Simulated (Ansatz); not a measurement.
Harmonic frequencies (cm⁻¹) at PBE0-D4/def2-TZVP from Ansatz: 164, 173, 301, 347, 493, 549, 756, 816, 840, 937, 1052, 1928, 1970, 2318, 3842.

Each molecule was computed in one conformer, which needn't be the lowest.

(1) Which molecule is it?
A. `O[PH][SbH2]`
B. `[SiH3][GeH]1[S][S]1`
C. `P[O][SbH2]`
D. `OC1(F)[SiH2]S1`

Results:

(1) A.
